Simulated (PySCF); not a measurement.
## SnB: energy against distance

Set-up: basis Sn x2c-SVPall, B x2c-SVPall; spin-free X2C with a Gaussian nucleus; PySCF 2.14. Energies in eV from Sn + B in their ground configurations at the same level. State: ⁴Σ⁻ (quartet), unpaired electrons σ ↑, π ↑↑.

```json
{"R (Å)": "1.876", "UHF-MP2": "-1.556", "UHF-CCSD(T)": ""}
{"R (Å)": "1.963", "UHF-MP2": "-2.052", "UHF-CCSD(T)": "-1.909"}
{"R (Å)": "2.050", "UHF-MP2": "-2.328", "UHF-CCSD(T)": "-2.203"}
{"R (Å)": "2.116", "UHF-MP2": "-2.427", "UHF-CCSD(T)": "-2.316"}
{"R (Å)": "2.181", "UHF-MP2": "-2.456", "UHF-CCSD(T)": "-2.361"}
{"R (Å)": "2.246", "UHF-MP2": "-2.428", "UHF-CCSD(T)": "-2.353"}
{"R (Å)": "2.334", "UHF-MP2": "-2.315", "UHF-CCSD(T)": "-2.284"}
{"R (Å)": "2.443", "UHF-MP2": "-2.084", "UHF-CCSD(T)": "-2.133"}
{"R (Å)": "2.574", "UHF-MP2": "-1.744", "UHF-CCSD(T)": "-1.899"}
{"R (Å)": "2.748", "UHF-MP2": "-1.293", "UHF-CCSD(T)": ""}
```

Question: Put a parabola through the three lowest points of the UHF-MP2 curve and estimate Re, k and ωe (reduced mass 10.08 u; 1 eV/Å² = 0.16022 mdyn/Å; ωe = 1302.8·√(k/μ) cm⁻¹).

Answer: Through R = 2.116, 2.181, 2.246 Å the second-order coefficient is 6.75 eV/Å², so Re ≈ 2.182 Å, k ≈ 2.16 mdyn/Å and ωe ≈ 603 cm⁻¹. A polynomial fit of higher order to the unrounded UHF-MP2 energies gives Re = 2.179 Å, k = 2.18 mdyn/Å, ωe = 606 cm⁻¹; anharmonicity and rounding make the difference.

The higher-order fit for each curve: UHF-MP2: Re = 2.179 Å, ωe = 606 cm⁻¹, De = 2.46 eV; UHF-CCSD(T): Re = 2.202 Å, ωe = 548 cm⁻¹, De = 2.36 eV.

Correlated steps freeze 19 core orbitals. Correlated levels converge slowly with the basis: in double zeta they bind strong bonds too weakly, by up to about 1 eV, and carry superposition errors of some tenths. Spin–orbit coupling is left out, which matters for elements this heavy, above all for dissociation energies. The state was picked by a PBE0 search and need not be the measured ground state.
